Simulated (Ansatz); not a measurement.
Gas-phase electronic energies from Ansatz, PBE0-D4/def2-TZVP geometries. CBS: MP2 limit from def2 TZ/QZ plus the TZ coupled-cluster correction, frozen cores. This one scheme is used for every species. DFT in def2-TZVPP. HSE06 is defined as in plane-wave codes. Each species was taken in one conformer, which may not be the lowest.

Reaction (ligand exchange at a B–Cl bond): `[SiH3]OB(S)Cl` + H–F → `FB(S)O[SiH3]` + HCl

`[SiH3]OB(S)Cl`:

Z-matrix (Å, degrees):
```
Si
O 1 1.655
H 1 1.484 2 110.1
H 1 1.481 2 108.0 3 120.5
H 1 1.480 2 107.4 3 -120.3
B 2 1.340 1 138.7 3 -10.4
Cl 6 1.766 2 118.3 1 -178.8
S 6 1.813 2 121.1 1 1.2
H 8 1.341 6 95.9 2 -179.8
```

H–F:

Z-matrix (Å, degrees):
```
F
H 1 0.920
```

`FB(S)O[SiH3]`:

Z-matrix (Å, degrees):
```
Si
O 1 1.653
H 1 1.481 2 107.9
H 1 1.485 2 110.1 3 120.4
H 1 1.481 2 107.9 3 -119.3
B 2 1.343 1 138.4 3 -121.3
S 6 1.819 2 122.1 1 -0.0
F 6 1.328 2 118.4 1 180.0
H 7 1.342 6 94.8 2 -180.0
```

HCl:

Z-matrix (Å, degrees):
```
Cl
H 1 1.279
```

| species | HSE06-D4 energy (Eh) |
| --- | --- |
| `[SiH3]OB(S)Cl` | -1250.05051 |
| H–F | -100.39003 |
| `FB(S)O[SiH3]` | -889.80250 |
| HCl | -460.65768 |

Problem. Work out ΔE.

Solution. ΔE = (-889.80250) + (-460.65768) − (-1250.05051) − (-100.39003) = -0.01964 Eh = -51.6 kJ/mol. CCSD(T)/CBS gives -51.8 kJ/mol.

Largest T1 diagnostic among the species: 0.013.

In def2-TZVPP, CCSD(T) changes the Hartree–Fock value by +19.4 kJ/mol (the triples alone add +3.9 kJ/mol) and MP2 by +28.1 kJ/mol. At CCSD(T), def2-SVP lies −14.7 kJ/mol from the extrapolated value and def2-TZVPP −5.2 kJ/mol. The D4 term adds +6.9 kJ/mol with B3LYP and +3.7 kJ/mol with PBE0; it sums over pairs of atoms, weighted by their polarisabilities, and B3LYP, whose exchange is more repulsive, gets the larger term.

B3LYP here is the variant with VWN-RPA as its local correlation; programs differ in this.
